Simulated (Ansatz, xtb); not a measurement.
# Relative energy of two isomers of C4H3FN2

We compare I, `Fc1ncccn1`, a singlet, with II, `Fc1cncnc1`, a singlet. Both are isolated molecules in the gas phase, relaxed with B3LYP-D3(BJ)/def2-SVP.

I (Å):

```xyz
10

C     0.7372    1.7401   -1.7552
C     1.1768   -0.3728   -1.1279
C     1.9633   -0.5499   -2.2681
C     2.0660    0.5500   -3.1223
F     0.1246    2.8843   -1.4989
N     0.5568    0.7800   -0.8654
N     1.4495    1.7064   -2.8676
H     1.0393   -1.1814   -0.4013
H     2.4683   -1.4931   -2.4794
H     2.6618    0.5025   -4.0407
```

II (Å):

```xyz
10

C     1.1495    1.1712   -1.2465
C     0.1651    0.4620   -1.9321
C     1.7945   -0.5536   -3.1521
C     2.4819    0.9496   -1.5893
F     0.8250    2.0389   -0.2879
N     0.4941   -0.4046   -2.8899
N     2.8018    0.0810   -2.5485
H    -0.8942    0.6082   -1.6919
H     2.0611   -1.2668   -3.9400
H     3.2853    1.4878   -1.0734
```

Estimate which is lower in electronic energy at CCSD(T)/def2-SVP + ΔMP2/def2-TZVPP, and by roughly how much.

The CCSD(T)/def2-SVP + ΔMP2/def2-TZVPP calculation puts structure I lower, by 9.7 kcal/mol.

The same difference at several levels:

```csv
level,geometry,E(II) − E(I) (kcal/mol),departure from the last row (kcal/mol),"job, with rough time for the two"
GFN2-xTB,GFN2-xTB,+5.8,−4.0,"optimisation, 0.16 s"
HF/STO-3G,GFN2-xTB,+6.4,−3.4,"single point, 0.53 s"
r2SCAN-D4/def2-SVP,GFN2-xTB,+11.4,+1.7,"single point, 3.5 s"
B3LYP-D3(BJ)/def2-SVP,B3LYP-D3(BJ)/def2-SVP,+10.2,+0.4,"optimisation, 31 s"
HF/def2-SVP,B3LYP-D3(BJ)/def2-SVP,+12.7,+2.9,part of the CCSD(T) run
MP2/def2-SVP,B3LYP-D3(BJ)/def2-SVP,+10.4,+0.6,part of the CCSD(T) run
CCSD(T)/def2-SVP,B3LYP-D3(BJ)/def2-SVP,+10.3,+0.5,single point
CCSD(T)/def2-SVP + ΔMP2/def2-TZVPP,B3LYP-D3(BJ)/def2-SVP,+9.7,,"single point, 41 s"
```

As drawn, both hold the same kinds of bond in the same numbers.

None of the levels shown reverses the order. The largest departure from CCSD(T)/def2-SVP + ΔMP2/def2-TZVPP is that of GFN2-xTB, 4.0 kcal/mol. The last row adds to CCSD(T) the change of the MP2 difference between the two basis sets, here −0.5 kcal/mol.

With thermal terms from frequencies at re-optimised GFN2-xTB minima (ideal gas, soft modes damped towards free rotors, one conformer each, 298.15 K, 1 atm): the zero-point term adds −0.2 kcal/mol; ΔH is +9.6 and ΔG +9.5 kcal/mol.

The correlated steps freeze 7 core orbitals. Codes used: Ansatz 0.2.0, xtb 6.7.1; the last row on 2 threads of Intel(R) Xeon(R) Processor on a shared host.
